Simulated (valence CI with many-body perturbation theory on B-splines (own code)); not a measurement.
Pb⁷⁶⁺: calculated level list

Computed by relativistic CI+MBPT: four valence electrons over a frozen Dirac-Fock core [He], a basis of 11 s, 11 p, 10 d, 8 f, 5 g, 2 h functions for each j, with the one-electron correlation potential Σ1 (screened to all orders), the two-electron term Σ2, the three-electron term Σ3, Breit, model QED; selected single and double excitations, second order for the rest, scaled by the run's own slope (own B-spline code, finite nucleus).

No measured spectrum was set against this ion. As an estimate, large intervals hold to a few tenths of a per cent, small ones and those within an open d or f shell to about a per cent. Among the levels kept, up to 1200 cm⁻¹ of a level comes from second order outside the variational space, and about a tenth of that is noise between levels of different J, which matters for small intervals.

Levels 1 to 45 of 188, with energies above the lowest level, (2s^2 2p1/2^2) J=0. "Leading %" is the weight of the configuration and term that name the level; weights of strongly mixed levels are sums over their largest components and can fall short. In the jj column 3d3/2^4 stands for four electrons in 3d with j = 3/2. Lifetimes count E1, E2, E3, M1 and M2 decay at the calculated energies, and are blank where another channel may lead or the interval is too uncertain; long ones can be off by a factor of two.

```tsv
No.	Configuration	Term	J	E (eV)	Leading %	Lifetime	Leading jj
1	2s2 2p2	3P	0	0	68		2s^2 2p1/2^2 (100 %)
2	2s2 2p2	3P	1	2285	100	14.0 ps	2s^2 2p1/2 2p3/2 (100 %)
3	2s2 2p2	1D	2	2303	66	1.69 ns	2s^2 2p1/2 2p3/2 (100 %)
4	2s 2p3	3P°	2	2645	49	22.7 ps	2s 2p1/2^2 2p3/2 (100 %)
5	2s 2p3	1P°	1	2746	31	28.4 fs	2s 2p1/2^2 2p3/2 (100 %)
6	2s2 2p2	3P	2	4621	65	3.58 ps	2s^2 2p3/2^2 (99 %)
7	2s2 2p2	1S	0	4694	67	3.31 ps	2s^2 2p3/2^2 (99 %)
8	2s 2p3	5S°	2	4899	51	119 fs	2s 2p1/2 2p3/2^2 (100 %)
9	2s 2p3	3D°	3	4945	100	126 fs	2s 2p1/2 2p3/2^2 (100 %)
10	2s 2p3	3P°	0	5022	100	36.6 fs	2s 2p1/2 2p3/2^2 (100 %)
11	2s 2p3	3S°	1	5048	54	18.5 fs	2s 2p1/2 2p3/2^2 (100 %)
12	2s 2p3	1D°	2	5055	74	18.9 fs	2s 2p1/2 2p3/2^2 (100 %)
13	2s 2p3	3P°	1	5061	65	33.6 fs	2s 2p1/2 2p3/2^2 (100 %)
14	2p4	3P	2	5436	67	19.5 fs	2p1/2^2 2p3/2^2 (99 %)
15	2p4	1S	0	5511	65	18.1 fs	2p1/2^2 2p3/2^2 (99 %)
16	2s 2p3	3P°	2	7304	51	38.1 fs	2s 2p3/2^3 (100 %)
17	2s 2p3	1P°	1	7404	35	15.5 fs	2s 2p3/2^3 (100 %)
18	2p4	3P	1	7742	100	12.5 fs	2p1/2 2p3/2^3 (100 %)
19	2p4	1D	2	7760	68	12.8 fs	2p1/2 2p3/2^3 (100 %)
20	2p4	3P	0	10112	65	9.45 fs	2p3/2^4 (100 %)
21	2s2 2p 3s	3P°	0	13307	100	2.54 fs	2s^2 2p1/2 3s (100 %)
22	2s2 2p 3s	3P°	1	13310	67	2.13 fs	2s^2 2p1/2 3s (100 %)
23	2s2 2p 3p	3D	1	13411	74	158 fs	2s^2 2p1/2 3p1/2 (100 %)
24	2s2 2p 3p	3P	0	13469	67	90.6 fs	2s^2 2p1/2 3p1/2 (99 %)
25	2s 2p2 3s	5P	1	13639	40	2.55 fs	2s 2p1/2^2 3s (99 %)
26	2s 2p2 3s	3P	0	13684	67	2.71 fs	2s 2p1/2^2 3s (99 %)
27	2s 2p2 3p	3P°	1	13753	33	1.20 fs	2s 2p1/2^2 3p1/2 (100 %)
28	2s 2p2 3p	3P°	0	13755	53	110 fs	2s 2p1/2^2 3p1/2 (100 %)
29	2s2 2p 3p	3D	2	14113	51	92.3 fs	2s^2 2p1/2 3p3/2 (100 %)
30	2s2 2p 3p	3P	1	14114	49	121 fs	2s^2 2p1/2 3p3/2 (100 %)
31	2s2 2p 3d	3F°	2	14186	75	2.45 fs	2s^2 2p1/2 3d3/2 (100 %)
32	2s2 2p 3d	3D°	1	14214	50	287 as	2s^2 2p1/2 3d3/2 (100 %)
33	2s2 2p 3d	3P°	2	14373	46	432 as	2s^2 2p1/2 3d5/2 (97 %)
34	2s2 2p 3d	3F°	3	14378	45	429 as	2s^2 2p1/2 3d5/2 (100 %)
35	2s 2p2 3p	3P°	2	14449	36	10.8 fs	2s 2p1/2^2 3p3/2 (96 %)
36	2s 2p2 3p	3D°	1	14454	30	1.30 fs	2s 2p1/2^2 3p3/2 (100 %)
37	2s 2p2 3d	3D	1	14521	48	2.65 fs	2s 2p1/2^2 3d3/2 (100 %)
38	2s 2p2 3d	3D	2	14527	30	2.28 fs	2s 2p1/2^2 3d3/2 (99 %)
39	2s 2p2 3d	3D	3	14703	39	429 as	2s 2p1/2^2 3d5/2 (100 %)
40	2s 2p2 3d	3D	2	14722	26	435 as	2s 2p1/2^2 3d5/2 (99 %)
41	2s2 2p 3s	3P°	2	15653	99	3.34 fs	2s^2 2p3/2 3s (99 %)
42	2s2 2p 3s	1P°	1	15664	66	1.75 fs	2s^2 2p3/2 3s (99 %)
43	2s2 2p 3p	3P	1	15780	50	74.5 fs	2s^2 2p3/2 3p1/2 (97 %)
44	2s2 2p 3p	3D	2	15782	48	84.0 fs	2s^2 2p3/2 3p1/2 (98 %)
45	2s 2p2 3s	5P	2	15890	83	3.96 fs	2s 2p1/2 2p3/2 3s (99 %)
```

The ionisation energy to 2s2 2p 2P°_1/2 of the next ion comes out as 23464 eV (NIST: 23460 ± 110 eV (theoretical)). All 188 levels together are meant to be complete up to 19121 eV.
